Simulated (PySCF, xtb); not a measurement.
CH4SZn, SMILES C[S][ZnH].

Harmonic wavenumbers (cm⁻¹) from xtb with GFN2-xTB at its own minimum, in rising order: 80, 147, 209, 249, 311, 711, 945, 953, 1326, 1437, 1462, 1599, 2913, 3026, 3031.

**Question.** What does PBE0-D3(BJ)/def2-SVP (PySCF 2.14.0) give at its own minimum? (Estimate from the structure and the level; the computed values follow.)

**Answer.** 113, 140, 393, 428, 436, 726, 953, 969, 1335, 1455, 1458, 1874, 3062, 3169, 3175. Paired by order, the mean absolute difference is 87 cm⁻¹ and the zero-point energies are 26.3 and 28.1 kcal/mol.
